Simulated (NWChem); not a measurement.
ZnNH2I; SMILES [NH2][Zn][I]

```xyz
5

Zn     0.0020     1.2116    -0.0200
I     -0.0004    -1.2179     0.0073
N     -0.0044     3.0268     0.1049
H     -0.8235     3.5040    -0.2653
H      0.8152     3.5098    -0.2566
```
Atoms are numbered in this order, from 1.

Computed with NWChem. Coordinates come from a PBE0/def2-SVP optimisation. No frequency run checked for a minimum. def2 effective core potentials on I; no spin-orbit coupling. Ions are spin-unrestricted doublets at the neutral geometry; other ion states weren't tried.

For level CAM-B3LYP/def2-SVP:

```yaml
vertical ionisation energy, ΔSCF (eV): 9.21
"−ε(HOMO) (eV)": 8.17
```

Q: Estimate the same quantities for level PBE/def2-SVP.

A: 
| Property | Value |
|---|---|
| vertical ionisation energy, ΔSCF (eV) | 8.62 |
| −ε(HOMO) (eV) | 5.37 |
